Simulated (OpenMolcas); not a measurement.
W+.

- Program: OpenMolcas 26.06
- Method: CASSCF
- Basis: ANO-RCC-VDZP [7s6p4d2f1g]
- Scalar Hamiltonian: DKH2, point nucleus
- Active space: 5 electrons in 6 orbitals (5d 6s)
- State averaging: 2S+1 = 6 even, 6 roots; 2S+1 = 4 even, 84 roots (81 in the spin-orbit step); 2S+1 = 2 even, 150 roots (113 in the spin-orbit step)
- Spin-orbit coupling: state interaction with AMFI integrals over the reference wave functions, term energies averaged over their components

Levels without dynamic correlation, in cm-1 above 5d4 6s 6D 1/2:

| Level | E |
| --- | --- |
| 5d4 6s 4P 1/2(1) [68 %] | 12227 |
| 5d4 6s 4F 3/2(1) | 16753 |
| 5d4 6s 4D 1/2(1) [70 %] | 18240 |
| 5d4 6s 4H 13/2 | 23197 |

On this reference, MS-CASPT2, IPEA 0.25 Eh, imaginary shift 0.1 Eh (closed shells correlated: 5s 5p) puts 5d4 6s 4P 1/2(1) [68 %] at 10100 cm-1.

Question: Estimate the other levels at that method by one scale factor, and say how well it serves.

Answer: The factor is 10100 / 12227 = 0.826. Scaled values beside those that MS-CASPT2 gives:
```json
{"Level": "5d4 6s 4F 3/2(1)", "Scaled": "13838", "MS-CASPT2": "13410", "Miss (%)": "+3.2"}
{"Level": "5d4 6s 4D 1/2(1) [70 %]", "Scaled": "15066", "MS-CASPT2": "15710", "Miss (%)": "-4.1"}
{"Level": "5d4 6s 4H 13/2", "Scaled": "19161", "MS-CASPT2": "22900", "Miss (%)": "-16.3"}
```
For these levels the scaled values miss MS-CASPT2 by up to 16.3 %, as correlation changes each term by its own factor, spin-orbit parts do not scale and CASPT2 has its own spread within terms. This holds within one configuration; levels of others move differently, and the target method has errors of its own against measurement.

CASPT2 does not keep the components of a term degenerate, so their means are used; among the terms shown or strongly mixed into the levels shown the widest spread is 160 cm-1 (5d4 6s 4H, MS-CASPT2). Some high roots are left out of the spin-orbit mixing, which shifts the levels that they would mix with. Configurations are named by rounded mean occupations; where the s occupation lies near a half they are strongly mixed, a name can repeat and a true partner stay unpaired. Without dynamic correlation excited terms often stand tens of per cent too high (terms of higher spin than the ground term too low), and those without a measured partner can miss by more than the paired ones (holds for CASSCF). Blocks of more than 70 roots (2S+1 = 4 even, 2 even) ran without multistate coupling (holds for MS-CASPT2). Levels of configurations outside the active space are missing.

A share in square brackets marks a mixed level and gives the weight of the term that names it, the lowest over the columns. A number in round brackets counts repeated terms of one configuration in the order of the reference energies.
